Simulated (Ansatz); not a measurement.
Q: Predict a relaxed structure of MoO2 (the lowest singlet isomer of a short search), charge 0, singlet, at r2SCAN-D4/def2-TZVP (Ansatz).

A: 
Cartesian coordinates in Å:
```
Mo -0.5361 -0.3955 0.1582
O -0.4646 1.2770 0.1362
O 1.0007 -0.8815 -0.2944
```
Point group C2v (tolerance 0.1 Å). The metal has 2 neighbours: O 1.67 Å, O 1.67 Å. This is one stationary point.

In the def2 sets Mo takes a core potential; there is no spin–orbit coupling. The restricted singlet is unstable: a solution with broken spin symmetry lies lower. At r2SCAN-D4/def2-TZVP a triplet of charge 0 lies 0.79 eV below the restricted singlet, each at its own geometry. The structure comes from a short search, and lower isomers may exist.
